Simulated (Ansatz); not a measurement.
A trace of molecular dynamics of GaH5S (7 atoms, charge 0, multiplicity 1).

Theory: RKS BHLYP-D4/def2-SVP (Ansatz 0.2.0).

```yaml
ensemble: NVE (velocity Verlet)
starting_velocities_drawn_for: 300 K
seed: 11931
```

```
time (fs)  T (K)  potential energy less start (eV)  conserved less start (meV/atom)
        0    300                             0.000                             0.00
        1    284                             0.011                             0.02
        2    249                             0.033                             0.08
        3    235                             0.043                             0.12
        4    271                             0.019                             0.12
        5    355                            -0.035                             0.06
        6    449                            -0.097                            -0.04
        7    503                            -0.132                            -0.08
        8    510                            -0.135                             0.06
        9    563                            -0.169                             0.15
       10    706                            -0.263                            -0.05
       11    830                            -0.343                            -0.12
       12    886                            -0.379                             0.00
       13    941                            -0.413                             0.10
       14   1054                            -0.487                             0.09
       15   1213                            -0.591                            -0.11
       16   1304                            -0.651                            -0.25
       17   1287                            -0.637                             0.12
       18   1345                            -0.675                             0.00
       19   1426                            -0.729                            -0.26
       20   1388                            -0.703                            -0.01
       21   1351                            -0.678                             0.16
       22   1419                            -0.722                             0.08
       23   1538                            -0.802                            -0.22
       24   1541                            -0.803                            -0.24
       25   1448                            -0.740                             0.23
       26   1484                            -0.766                            -0.09
       27   1517                            -0.788                            -0.19
       28   1463                            -0.751                             0.09
       29   1469                            -0.754                             0.17
       30   1584                            -0.830                            -0.02
       31   1693                            -0.902                            -0.29
       32   1665                            -0.882                             0.01
       33   1674                            -0.887                             0.20
       34   1805                            -0.974                            -0.26
```

Can this run be trusted? Judge the integration.

The conserved energy stayed within 0.33 meV per atom of its start (net change -0.26 meV per atom), so the integration is sound. The kinetic energy rose, since the run started high on the potential surface and went downhill. It ends in pieces (GaH3S + H2), so much of that is their flight and rotation, not heat. A run of 0.034 ps of so small a system gives no equilibrium averages. The orbitals stay closed-shell, which can raise the energy where a bond breaks towards radicals; this wasn't checked here. The time step was 0.5 fs.

The run took 4.4 min on 1 thread of Arm Neoverse N1 (shared host), peak memory 0.17 GiB.
